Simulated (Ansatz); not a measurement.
A nudged elastic band was laid between two geometries of BCl2F + FH (6 atoms, charge 0, multiplicity 1).

Method: RKS PBE-D4/def2-SVP (Ansatz 0.2.0).

| Property | Result |
| --- | --- |
| movable images | 7 |
| climbing image | yes |
| spring | 5.0 eV/Å² |
| optimiser | quadratic models (default) |
| start path | through a guess of the saddle point |
| force threshold | 0.05 eV/Å |
| iteration limit | 60 |
| end points | relaxed |

Initial state:

```xyz
6
Properties=species:S:1:pos:R:3
B 0.054 0.212 0.080
Cl 0.034 0.554 1.834
Cl 1.520 0.457 -0.845
F -1.099 -0.005 -0.525
F 0.306 -2.116 0.632
H 0.258 -1.766 1.506
```

Final state:

```xyz
6
Properties=species:S:1:pos:R:3
B 0.112 -0.439 -0.507
Cl 0.076 0.096 2.578
Cl 1.525 0.487 -0.972
F -1.106 0.041 -0.688
F 0.250 -1.681 -0.046
H 0.216 -1.167 2.315
```

(1) What changes between the two ends?

(2) Give the energies along the band, and the barrier.

(3) What is the geometry of the highest image?

(4) What are the harmonic wavenumbers there?

Results:

(1) Bonds broken: B1–Cl2, F5–H6. Bonds formed: B1–F5, Cl2–H6. BCl2F + FH becomes BClF2 + ClH.

(2) It converged. The highest image is number 3 of 0 to 8, 0.279 eV above the first end and 0.915 eV above the last; the last end lies 0.636 eV below the first. A vibrational analysis at the climbing image gives one clearly imaginary mode, 648i cm⁻¹: a first-order saddle point. The orbitals stay closed-shell, which can raise the energy where a bond breaks towards radicals; this wasn't checked here.

```csv
image,path coordinate (Å),energy (eV),B1–Cl2 (Å),F5–H6 (Å),B1–F5 (Å)
0,0.00,0.000,1.79,0.94,2.41
1,0.30,0.028,1.82,0.95,2.09
2,0.60,0.138,1.89,1.00,1.80
3,0.91,0.279,2.03,1.16,1.58
4,1.19,0.040,2.20,1.43,1.45
5,1.47,-0.337,2.47,1.69,1.37
6,1.75,-0.548,2.75,1.94,1.35
7,2.03,-0.622,2.99,2.18,1.34
8,2.30,-0.636,3.13,2.42,1.33
```

(3) 
```xyz
6
Properties=species:S:1:pos:R:3:forces:R:3
B 0.097 -0.217 0.029 0.00 0.00 0.01
Cl 0.077 0.230 2.005 0.00 0.00 0.00
Cl 1.543 0.371 -0.805 0.00 0.00 0.00
F -1.109 -0.038 -0.502 0.00 0.00 0.00
F 0.252 -1.733 0.446 0.00 0.00 0.00
H 0.211 -1.277 1.508 0.00 0.00 0.00
```

(4) 648i, 185, 267, 315, 363, 474, 504, 733, 834, 1111, 1287, 1647 cm⁻¹.

Run time: 3.2 min on 1 thread of Arm Neoverse V1, with other jobs on the host, peak memory 0.15 GiB.
